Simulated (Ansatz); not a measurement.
Relaxation of C₃H₉AsO (14 atoms, charge 0, multiplicity 1), to a largest force component of 0.015 eV/Å in at most 40 steps.

Computed with RKS PBE0-D4/def2-SVP in Ansatz 0.2.0.

```xyz
14
Properties=species:S:1:pos:R:3:forces:R:3
C -0.954 1.024 0.358 -1.46 2.72 -0.96
C -0.320 -0.245 -0.059 1.82 0.75 0.46
C 1.047 -0.339 0.564 1.77 0.35 1.49
O -1.029 -1.330 0.328 -2.07 -1.96 2.25
As -0.155 -0.289 -2.053 -0.08 -0.01 -0.16
H -1.106 1.148 1.450 0.24 -0.32 -0.08
H -0.384 1.944 -0.001 -0.41 -0.96 0.46
H -1.978 1.140 -0.112 0.71 -0.20 0.42
H 1.009 -0.286 1.728 -0.23 -0.10 -1.56
H 1.726 0.501 0.266 -0.36 -0.50 0.11
H 1.554 -1.298 0.316 -0.24 0.36 0.04
H -1.174 -1.306 1.337 0.43 0.07 -2.33
H 0.952 0.796 -2.082 -0.18 -0.43 -0.01
H 0.798 -1.488 -2.012 0.04 0.23 -0.12
```

Task: Where does it end, and by what steps?

Result: The run converged. After 6 steps the energy has fallen by 0.392 eV; H13 moved furthest, 0.14 Å.

```csv
step,energy less start (eV),largest force component (eV/Å),accepted
0,0.0000,2.715,yes
1,-0.3383,0.990,yes
2,-0.3856,0.240,yes
3,-0.3905,0.094,yes
4,-0.3914,0.023,yes
5,-0.3915,0.017,yes
6,-0.3916,0.008,yes
```

```xyz
14
Properties=species:S:1:pos:R:3
C -0.975 1.082 0.357
C -0.267 -0.209 -0.032
C 1.101 -0.317 0.623
O -1.063 -1.331 0.294
As -0.197 -0.315 -2.036
H -1.094 1.127 1.455
H -0.406 1.973 0.050
H -1.977 1.130 -0.095
H 0.992 -0.287 1.723
H 1.764 0.511 0.332
H 1.585 -1.267 0.355
H -1.188 -1.335 1.252
H 0.938 0.699 -2.183
H 0.776 -1.489 -2.065
```

Whether the end is a true minimum wasn't checked by a vibrational analysis.

Run time: 42 s on 2 threads of Arm Neoverse V1 (shared host), peak memory 0.4 GiB.
